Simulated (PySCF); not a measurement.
## Correlation energy of Tc+ (technetium, charge +1)

[Kr] 4d5 5s1, high-spin 7S determinant. Computed with PySCF 2.14 in cc-pVTZ-PP with ECP28MDF (5s5p4d2f1g, 63 functions), with scalar relativity through the core potential. Frozen: 4s2 4p6; 6 electrons correlated.

MP2 pair energies summed by pair of shells (mhartree):

```
 pair  energy  share (%)
4d-4d  -59.44       74.2
4d-5s  -20.72       25.8
```

Total MP2 correlation energy: -80.16 mhartree.

Same-spin part -80.16 and opposite-spin part 0.00 mhartree; SCS-MP2 scales them by 1/3 and 6/5 to -26.72 mhartree.
